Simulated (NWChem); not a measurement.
iminoborane (BNH$_{2}$); SMILES B=N

```xyz
4

B      0.0001     0.6867     0.0000
N      0.0002    -0.5459     0.0000
H     -0.0002     1.8583     0.0000
H      0.0032    -1.5374     0.0000
```
Atoms are numbered in this order, from 1.

Program: NWChem. Pople sets run with spherical d functions. Geometry: optimised at PBE0-D3(BJ)/def2-TZVP. Vzz is the largest principal value of the second derivative of the potential at the nucleus (NWChem prints the opposite sign); η is the asymmetry. Non-relativistic.

```tsv
level	Vzz B1 (a.u.)	η B1	Vzz N2 (a.u.)	η N2
B3LYP/cc-pVTZ	-0.351	0.00	0.139	0.00
B3LYP/def2-SVP	-0.309	0.00	0.237	0.00
PBE/6-31G*	-0.268	0.00	0.300	0.00
PBE/cc-pVTZ	-0.328	0.00	0.157	0.00
```
